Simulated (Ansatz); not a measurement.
Start from `[SH][Cd][SH]` and change one atom or group to get `[SH][Cd][Cl]`.

Ansatz, PBE0-D4/def2-TZVP geometries, multiplicity 1. Each molecule was computed in one conformer, which needn't be the lowest.

Elements past krypton have def2 core potentials.

```json
{"property": "LUMO energy (PBE/def2-TZVPP) / eV", "`[SH][Cd][SH]`": "-2.21"}
{"property": "size of the dipole moment (B3LYP/def2-TZVPP) / D", "`[SH][Cd][SH]`": "0.96"}
{"property": "HOMO–LUMO gap (PBE/def2-TZVPP) / eV", "`[SH][Cd][SH]`": "3.97"}
{"property": "size of the dipole moment (ωB97M-V/def2-TZVPP) / D", "`[SH][Cd][SH]`": "0.96"}
{"property": "HOMO–LUMO gap (B3LYP/def2-TZVPP) / eV", "`[SH][Cd][SH]`": "5.43"}
{"property": "HOMO energy (B3LYP/def2-TZVPP) / eV", "`[SH][Cd][SH]`": "-7.11"}
```

**Question.** Give the same properties after the change, and the shifts. (Best estimate.)

**Answer.** Computed: 
```json
{"property": "LUMO energy (PBE/def2-TZVPP) / eV", "`[SH][Cd][Cl]`": "-2.62", "shift": "-0.41"}
{"property": "size of the dipole moment (B3LYP/def2-TZVPP) / D", "`[SH][Cd][Cl]`": "1.45", "shift": "0.49"}
{"property": "HOMO–LUMO gap (PBE/def2-TZVPP) / eV", "`[SH][Cd][Cl]`": "3.78", "shift": "-0.19"}
{"property": "size of the dipole moment (ωB97M-V/def2-TZVPP) / D", "`[SH][Cd][Cl]`": "1.38", "shift": "0.42"}
{"property": "HOMO–LUMO gap (B3LYP/def2-TZVPP) / eV", "`[SH][Cd][Cl]`": "5.28", "shift": "-0.15"}
{"property": "HOMO energy (B3LYP/def2-TZVPP) / eV", "`[SH][Cd][Cl]`": "-7.35", "shift": "-0.24"}
```

With PBE0 the HOMO falls by 0.24 eV and the LUMO falls by 0.38 eV, so the gap narrows by about 0.14 eV. PBE moves the HOMO by -0.23 eV and ωB97M-V by -0.23 eV. The zero-point energy changes by -20.6 kJ/mol with -3 modes. Dipoles are sizes alone; their direction can turn.

B3LYP here is the variant with VWN-RPA as its local correlation; programs differ in this.
